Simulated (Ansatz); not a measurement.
`SB(Cl)Br` + H₂S → `SB(S)Cl` + HBr at 400 K and 1 bar (ligand exchange at a B–Br bond).

Gas-phase electronic energies from Ansatz, PBE0-D4/def2-TZVP geometries. CCSD(T)/CBS adds triple-zeta CCSD(T) − MP2 to the extrapolated MP2 energy (def2 sets, frozen cores). This one scheme is used for every species. For Br outer-core shells are correlated without core-valence functions, which leaves a few kJ/mol of doubt a bond. Scalar relativity is left out up to krypton. One conformer a species, not always the lowest.

```tsv
species	CCSD(T)/CBS energy (Eh)	H − E (kJ/mol)	S (J/(mol·K))
`SB(Cl)Br`	-3456.37310	65.8	344.7
H₂S	-398.97279	53.4	215.9
`SB(S)Cl`	-1281.42501	91.7	343.7
HBr	-2573.91920	27.6	207.2
```

H − E and S are ideal-gas, rigid-rotor, harmonic terms from PBE0-D4/def2-TZVP, for one conformer and one mirror image of each species. 1 Eh = 2625.50 kJ/mol, R = 8.31446 J/(mol·K).

**Question.** By hand: ΔE, ΔH, ΔS and ΔG.

**Answer.** ΔE = (-1281.42501) + (-2573.91920) − (-3456.37310) − (-398.97279) = 0.00168 Eh = 4.4 kJ/mol. Δ(H − E) = 91.7 + 27.6 − 65.8 − 53.4 = 0.1, so ΔH = 4.5 kJ/mol. ΔS = 343.7 + 207.2 − 344.7 − 215.9 = -9.7 J/(mol·K). ΔG = 4.5 − 400 × (-9.7)/1000 = 8.4 kJ/mol.

**Question.** By hand: the equilibrium constant, and the temperature at which ΔG would vanish if ΔH and ΔS stayed fixed.

**Answer.** log₁₀ K = −ΔG/(RT ln 10) = -1.1. ΔH and −TΔS have one sign here, so there is no such temperature. One of them is within its doubt of zero, so this could turn.

TΔS isn't small against ΔH here. A doubt of 5 kJ/mol in ΔE shifts log₁₀ K by 0.7 here. Other conformers and mirror images would add mixing entropy, several J/(mol·K) or more a flexible species. These are equilibria of isolated gas molecules and say nothing of rates. Largest T1 diagnostic: 0.013 (customary marks: 0.02 for closed shells, 0.045 for open ones).
